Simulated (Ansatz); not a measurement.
Total energies of cyclo-(GeH2)3 (Ge₃H₆) from Ansatz at PBE0-D4/def2-TZVP, gas phase (1 Eh = 27.2114 eV = 2625.5 kJ/mol). The reference geometry is relaxed at PBE-D4/def2-SVP.

```tsv
state	geometry	energy (Eh)
charge 0 singlet	reference	-6233.81392
charge 1 doublet	reference	-6233.49918
free Ge atom (triplet)	–	-2076.65516
free H atom (doublet)	–	-0.50104
```

(1) Work out the vertical ionisation energy to the doublet.

(2) What is the binding energy per atom against free atoms?

(1) E(charge 1 doublet) − E(charge 0 singlet) = -6233.49918 − (-6233.81392) = 0.31474 Eh = 8.56 eV. For comparison, −ε of the highest occupied level is 6.74 eV at this level, 1.82 eV less.

(2) Atoms: 3 × (-2076.65516) + 6 × (-0.50104) = -6232.97172 Eh. Binding: -6232.97172 − (-6233.81392) = 0.84220 Eh = 22.92 eV, or 2.55 eV for each of 9 atoms (no zero-point energy, no counterpoise term).
